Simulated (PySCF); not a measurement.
## Interval between two levels of Ru by level of theory

Ru [Kr] 4d7 5s1 [5F5, M_J = 5] → Ru [Kr] 4d8 [3F4, M_J = 4], as a difference of total energies. Computed with PySCF 2.14 in x2c-SVPall-2c with one added diffuse shell each of s, p, d type (7s9p7d1f, 76 functions), with the two-component X2C-1e Hamiltonian. Correlated levels: [Ar] 3d10 frozen; the 6 highest virtual spinors dropped. "Screened" scales the spin-orbit matrix elements by Boettger's factors to mimic the two-electron term; Breit and QED terms are absent.

```json
{"method": "GHF (spin-free)", "interval between two levels (cm⁻¹)": "17814"}
{"method": "GMP2 (spin-free)", "interval between two levels (cm⁻¹)": "10459"}
{"method": "GHF (screened spin-orbit)", "interval between two levels (cm⁻¹)": "18047"}
{"method": "GMP2 (screened spin-orbit)", "interval between two levels (cm⁻¹)": "10680"}
```

The labels give the starting determinants; with spin-orbit coupling the two ends relaxed to ⟨J²⟩ = 30.01, ⟨L²⟩ = 12.09, ⟨S²⟩ = 5.98 and ⟨J²⟩ = 20.03, ⟨L²⟩ = 12.07, ⟨S²⟩ = 2.02.
